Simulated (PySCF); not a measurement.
# Correlation energy of Zn (zinc, neutral)

[Ar] 3d10 4s1 4p1, high-spin 3P determinant (an excited configuration). Computed with PySCF 2.14 in aug-cc-pVTZ-DK (8s7p5d3f2g, 93 functions), with scalar relativity by spin-free X2C-1e. Frozen: [Ar]; 12 electrons correlated.

MP2 pair energies summed by pair of shells (mhartree):

```tsv
pair	energy	share (%)
3d-3d	-454.56	92.3
3d-4s	-24.78	5.0
3d-4p	-10.64	2.2
4s-4p	-2.31	0.5
```

Total MP2 correlation energy: -492.29 mhartree.

Same-spin part -183.63 and opposite-spin part -308.65 mhartree; SCS-MP2 scales them by 1/3 and 6/5 to -431.60 mhartree.
